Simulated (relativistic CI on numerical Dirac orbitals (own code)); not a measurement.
Electric-dipole transitions in Er XXXIX

These numbers are calculated, not measured: Dirac-Coulomb-Breit CI, orbitals from a KLI potential per configuration, a model potential for QED, unscaled Slater integrals (own radial code, finite nucleus).

CI space (outside the closed core [Ar]): 3d¹⁰4s², 3d¹⁰4s4p, 3d¹⁰4p², 3d¹⁰4s4d, 3d¹⁰4d², 3d¹⁰4s4f, 3d¹⁰4p4d, 3d¹⁰4f², 3d¹⁰4p4f, 3d¹⁰4d4f, 3d¹⁰4s5s, 3d¹⁰4s5p, 3d¹⁰4s5d, 3d¹⁰4s5f, 3d¹⁰4s5g, 3d¹⁰4s6s, 3d¹⁰4s6p, 3d¹⁰4s6d, 3d¹⁰4s6f, 3d¹⁰4s7s, 3d⁹4s²4p, 3d⁹4s²4d, 3d⁹4s²4f, 3d⁹4s²5s, 3d⁹4s²5p, 3d⁹4s²5d. Double excitations out of closed p, d and f shells are left out; levels of such configurations are missing from the list, as are those of other unlisted configurations, and high levels can miss mixing partners. These lack a partner that the ground configuration has and come out too high: 3d⁹4s²4p, 3d⁹4s²4d, 3d⁹4s²4f, 3d⁹4s²5s, 3d⁹4s²5p.

```tsv
λ vac (Å)	Lower	Upper	A (s⁻¹)	E lower (10³ cm⁻¹)	E upper (10³ cm⁻¹)
7.2612	3d¹⁰4s² ¹S0 [1]	3d⁹4s²4f ¹P°1 [168]	2.70e+14	0.0	13771.9
7.4846	3d¹⁰4s² ¹S0 [1]	3d⁹4s²4f ³D°1 [160]	5.64e+13	0.0	13360.7
16.835	3d¹⁰4s4p ³P°2 [4]	3d¹⁰4s5d ³D3 [86]	3.16e+12	1102.5	7042.5
18.747	3d¹⁰4s4d ³D1 [9]	3d¹⁰4s5f ³F°2 [95]	5.05e+12	2218.2	7552.3
18.795	3d¹⁰4s4d ³D2 [10]	3d¹⁰4s5f ³F°3 [96]	4.93e+12	2233.9	7554.4
19.080	3d¹⁰4s4d ³D3 [12]	3d¹⁰4s5f ³F°4 [97]	6.12e+12	2325.3	7566.4
19.574	3d¹⁰4s4d ¹D2 [14]	3d¹⁰4s5f ¹F°3 [98]	3.31e+12	2462.2	7571.0
20.793	3d¹⁰4s4p ³P°2 [4]	3d¹⁰4s5s ³S1 [69]	3.39e+12	1102.5	5911.8
22.728	3d¹⁰4p4d ³F°4 [22]	3d¹⁰4s5g ³G5 [101]	2.86e+12	3432.0	7831.9
23.024	3d¹⁰4p4d ³D°3 [25]	3d¹⁰4s5g ¹G4 [102]	4.63e+12	3510.1	7853.4
23.138	3d¹⁰4s4f ³F°2 [24]	3d¹⁰4s5g ³G3 [99]	9.00e+12	3504.6	7826.5
23.230	3d¹⁰4s4f ³F°3 [27]	3d¹⁰4s5g ³G4 [100]	9.00e+12	3523.7	7828.6
23.354	3d¹⁰4s4f ³F°4 [28]	3d¹⁰4s5g ³G5 [101]	9.22e+12	3550.0	7831.9
24.009	3d¹⁰4p4d ¹F°3 [30]	3d¹⁰4s5g ¹G4 [102]	5.04e+12	3688.2	7853.4
61.397	3d¹⁰4s4p ³P°0 [2]	3d¹⁰4s4d ³D1 [9]	3.67e+11	589.4	2218.2
62.324	3d¹⁰4p² ³P0 [6]	3d¹⁰4p4d ³D°1 [16]	7.17e+11	1360.4	2964.9
62.622	3d¹⁰4s4p ³P°1 [3]	3d¹⁰4s4d ³D2 [10]	5.87e+11	637.0	2233.9
63.909	3d¹⁰4p4d ³F°3 [17]	3d¹⁰4d² ¹G4 [38]	3.65e+11	3010.2	4574.9
64.032	3d¹⁰4p² ¹D2 [8]	3d¹⁰4p4d ³D°2 [20]	2.97e+11	1837.3	3399.0
64.260	3d¹⁰4p² ¹D2 [8]	3d¹⁰4p4d ¹F°3 [19]	4.11e+11	1837.3	3393.4
65.263	3d¹⁰4p4f ³G3 [31]	3d¹⁰4d4f ³H°4 [52]	4.65e+11	4156.1	5688.4
65.553	3d¹⁰4p4d ³D°1 [16]	3d¹⁰4d² ³F2 [35]	6.19e+11	2964.9	4490.4
75.966	3d¹⁰4p4d ³F°2 [15]	3d¹⁰4p4f ³G3 [31]	2.56e+11	2839.8	4156.1
77.528	3d¹⁰4s4d ³D2 [10]	3d¹⁰4s4f ³F°3 [27]	4.27e+11	2233.9	3523.7
77.735	3d¹⁰4s4d ³D1 [9]	3d¹⁰4s4f ³F°2 [24]	3.13e+11	2218.2	3504.6
81.184	3d¹⁰4s² ¹S0 [1]	3d¹⁰4s4p ¹P°1 [5]	3.66e+11	0.0	1231.8
81.269	3d¹⁰4s4p ¹P°1 [5]	3d¹⁰4s4d ¹D2 [14]	5.76e+11	1231.8	2462.2
81.566	3d¹⁰4s4d ¹D2 [14]	3d¹⁰4p4d ¹F°3 [30]	6.73e+11	2462.2	3688.2
81.653	3d¹⁰4s4d ³D3 [12]	3d¹⁰4s4f ³F°4 [28]	4.43e+11	2325.3	3550.0
81.784	3d¹⁰4s4p ³P°2 [4]	3d¹⁰4s4d ³D3 [12]	2.87e+11	1102.5	2325.3
82.816	3d¹⁰4p² ³P2 [11]	3d¹⁰4p4d ³P°2 [26]	3.94e+11	2308.1	3515.6
82.952	3d¹⁰4s4p ³P°2 [4]	3d¹⁰4p² ³P2 [11]	2.61e+11	1102.5	2308.1
83.062	3d¹⁰4p4d ³F°4 [22]	3d¹⁰4d² ³F4 [41]	2.29e+11	3432.0	4635.9
83.192	3d¹⁰4p² ³P2 [11]	3d¹⁰4p4d ³D°3 [25]	1.74e+11	2308.1	3510.1
83.313	3d¹⁰4s4p ³P°1 [3]	3d¹⁰4p² ¹D2 [8]	1.29e+11	637.0	1837.3
83.884	3d¹⁰4s4f ³F°3 [27]	3d¹⁰4p4f ³F4 [45]	3.47e+11	3523.7	4715.8
84.192	3d¹⁰4p² ³P1 [7]	3d¹⁰4p4d ³P°2 [18]	2.23e+11	1828.8	3016.5
85.077	3d¹⁰4p4f ³F4 [45]	3d¹⁰4d4f ³G°5 [65]	4.61e+11	4715.8	5891.2
85.258	3d¹⁰4p² ¹D2 [8]	3d¹⁰4p4d ³F°3 [17]	1.42e+11	1837.3	3010.2
86.835	3d¹⁰4p4d ¹F°3 [30]	3d¹⁰4p4f ¹G4 [51]	5.92e+11	3688.2	4839.9
87.043	3d¹⁰4d4f ³G°5 [65]	3d¹⁰4f² ³H6 [85]	3.28e+11	5891.2	7040.1
87.063	3d¹⁰4s4f ³F°4 [28]	3d¹⁰4p4f ³G5 [44]	3.70e+11	3550.0	4698.6
87.727	3d¹⁰4p4f ¹G4 [51]	3d¹⁰4d4f ¹H°5 [72]	5.61e+11	4839.9	5979.8
89.041	3d¹⁰4p4f ³G5 [44]	3d¹⁰4d4f ³H°6 [60]	2.33e+11	4698.6	5821.6
89.878	3d¹⁰4d4f ¹H°5 [72]	3d¹⁰4f² ¹I6 [91]	3.60e+11	5979.8	7092.4
```

Terms are leading LS components. Brackets give the number of a level in order of energy, since labels repeat. The list gives strong lines, with weight on those to low levels, without lines whose two gauges differ by over a factor of 2.5, among the lowest 168 of 202 levels, so that lines to higher ones, which can be the strongest, are missing. Levels whose partners in the same complex of configurations lie outside the list can be far off, and so can their lines. Rates are taken at the computed energies, electric ones in the length gauge.

At this charge energies of transitions that change n are usually good to better than 1 %, and those within a shell (Δn = 0) to a few per cent.

(1) From the table, what is the radiative lifetime of 3d¹⁰4s5g ³G5?

## Answers

(1) The listed rates from this level add up to about 1.21e+13 s⁻¹, 100 % of its decay; with all channels τ = 8.27e-14 s.

LS names give the leading component of a level, which can be under half, so a name can repeat, a term be missing and a line seem to break the LS rules.
